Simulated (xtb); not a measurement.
C₂H₆N₂OSi, SMILES C(=N[SiH2]NC)=O. All values are semi-empirical tight-binding results from xtb (GFN2-xTB unless named), good for trends rather than for accurate numbers. Geometry: GFN2-xTB. This is a generated structure with no PubChem entry under its InChIKey; it may be hypothetical. The values are those of a single conformer.

Optimised geometry:

Bonded distances (Å): C1–N2 1.445, C1–H7 1.092, C1–H8 1.096, C1–H9 1.088, N2–Si3 1.712, N2–H10 1.009, Si3–N4 1.735, Si3–H11 1.456, Si3–H12 1.457, N4–C5 1.186, C5–O6 1.158. Bond angles (°): N2–C1–H7 110.2, N2–C1–H8 112.3, N2–C1–H9 109.1, H7–C1–H8 108.5, H7–C1–H9 108.6, H8–C1–H9 108.2, C1–N2–Si3 124.7, C1–N2–H10 111.7, Si3–N2–H10 118.9, N2–Si3–N4 115.4, N2–Si3–H11 106.0, N2–Si3–H12 108.4, N4–Si3–H11 106.5, N4–Si3–H12 102.6, H11–Si3–H12 118.2, Si3–N4–C5 156.2, N4–C5–O6 176.2.
Charge 0, spin multiplicity 1.

Computed properties:
| Quantity | Result |
|---|---|
| orbital gap | 4.74 eV |
| dipole moment | 2.87 D |
| zero-point energy | 52.1 kcal/mol |
| G − E(el) at 298.15 K (modified RRHO) | 30.9 kcal/mol |
| static polarisability (D4 model) | 71.6 bohr³ |
| solvation energy, GFN2-xTB/ALPB(water) | -1.7 kcal/mol |
| solvation energy, GFN2-xTB/ALPB(acetone) | -6.9 kcal/mol |

Computed atomic charges and the Wiberg bond orders between heavy atoms:
charges (e) C1 -0.03, N2 -0.32, Si3 0.51, N4 -0.30, C5 0.32, O6 -0.29, H7 0.04, H8 0.03, H9 0.04, H10 0.15, H11 -0.08, H12 -0.07. Bond orders C1–N2 1.04, N2–Si3 1.14, Si3–N4 0.93, N4–C5 2.03, N4–O6 0.36, C5–O6 1.88.
